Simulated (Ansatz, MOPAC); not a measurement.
Lewis adduct: GaH3 (SMILES [GaH3]) (first 4 atoms) with H2S (SMILES S); geometry from B3LYP-D3(BJ)/def2-TZVP, rigid monomers moved along the line of their centres of mass till Ga1···S5 is 3.73 Å.
(charge 0, multiplicity 1):
```xyz
7

Ga     0.5276    -0.0695     0.5202
H     -0.3462     1.1132    -0.0427
H      0.2736    -1.5335    -0.0007
H      1.8912     0.2612     1.2378
S     -1.4920    -0.4946     3.6243
H     -1.0753     0.6133     4.2611
H     -0.6320    -1.2833     4.2913
```

Interaction energies are E(AB) − E(A) − E(B) at the monomers' geometry in the complex; basis-set methods are counterpoise corrected.

The state that AM1, PM7 reach isn't checked; PM7 holds dispersion and hydrogen-bond terms.

The values were computed with Ansatz (Gaussian basis) for Hartree–Fock, density functionals and correlated methods; MOPAC for AM1, PM7 (differences of heats of formation). Each number belongs to the level named beside it.

Q: One of these levels gives -8.83 kcal/mol for the interaction energy. Name it.
A) HF/def2-TZVPPD
B) AM1
C) PM7
D) r2SCAN/def2-TZVPPD

A: B, AM1. The others give -1.58 (PM7), -3.27 (HF/def2-TZVPPD), -4.54 (r2SCAN/def2-TZVPPD)

Ansatz is a quantum-chemistry and plane-wave program.
